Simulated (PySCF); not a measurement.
Species: C₇H₁₁ClO.
Numbering: `[Cl:1][C@@H:2]1[CH2:3][CH2:4][C@@H:5]([C@H:6]2[CH2:7][O:8]2)[CH2:9]1`

Definitions: NICS(0) = −σiso at the ring centroid; NICS(1) = −σiso and NICS(1)zz = −σzz at ±1 Å along the ring normal z. Level: GIAO PBE0/pcSseg-1 (PySCF, non-relativistic, gas phase) on the GFN2-xTB geometry, one conformer.

Rings: 1. C2–C3–C4–C5–C9; 2. C6–C7–O8.

```
set  NICS(0)  NICS(1), two faces  NICS(1)zz, two faces
  P     -5.1         -3.9 / -4.3           -3.9 / -6.7
  Q    -46.6         -6.3 / -6.1         -19.4 / -22.8
```

**Question.** Which set (ppm) belongs to which ring?

**Answer.** P = 1, Q = 2.
- 1 (5-membered carbocycle; formal bonds all single): mean NICS(1)zz -5.3 ppm, shielded. C2, C3, C4, C5, C9 have four or more neighbours, so the value isn't read as a sign of a π ring current.
- 2 (3-membered ring with O; formal bonds all single): mean NICS(1)zz -21.1 ppm, shielded. C6, C7 have four or more neighbours; no verdict on aromaticity is drawn.

**Question.** How do the rings differ in shape?

**Answer.** 
| ring | bond lengths (Å) | rms pucker (Å) | HOMA | nearest outside atom to a NICS(1) probe (Å) |
| --- | --- | --- | --- | --- |
| 1 | 1.521, 1.532, 1.546, 1.539, 1.521 | 0.17 | – | hydrogen 1.47 |
| 2 | 1.465, 1.398, 1.397 | 0.00 | – | hydrogen 1.38 |

On Arm Neoverse V1, one thread, on a shared host, this took 66 s. This is the whole shielding run at PBE0/pcSseg-1, SCF included.
